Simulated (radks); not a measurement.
Initial-state core-level shifts of the zinc ion Zn+ when its valence configuration changes from [Ar] 3d10 4s1. Method: Dirac Kohn-Sham, PBE, spin-unpolarised, spherical densities, point nucleus; open shells fill j = l - 1/2 first; computed with a radial shooting solver on a logarithmic mesh with Libxc functionals. Shifts are changes of the shell-averaged eigenvalues in eV (positive: less bound).

| valence | 1s | 2p | 3s | 3p |
|---|---|---|---|---|
| 3d9 4s1 4p1 | -9.360 | -10.058 | -9.178 | -8.990 |
| 3d9 4p2 | -10.998 | -11.619 | -10.811 | -10.618 |
| 3d10 4p1 | -1.788 | -1.685 | -1.787 | -1.788 |
| 3d9 4s2 | -7.618 | -8.397 | -7.448 | -7.262 |
| 3d9.5 4s1.5 | -3.639 | -4.003 | -3.594 | -3.506 |
| 3d8 4s1 4p2 | -19.784 | -21.420 | -19.038 | -18.623 |
| 3d10 4s0.5 4p0.5 | -0.910 | -0.858 | -0.909 | -0.910 |
| 3d9.5 4s0.5 4p1 | -5.408 | -5.681 | -5.357 | -5.268 |
| 3d8.5 4s1.5 4p1 | -13.630 | -14.802 | -13.225 | -12.929 |
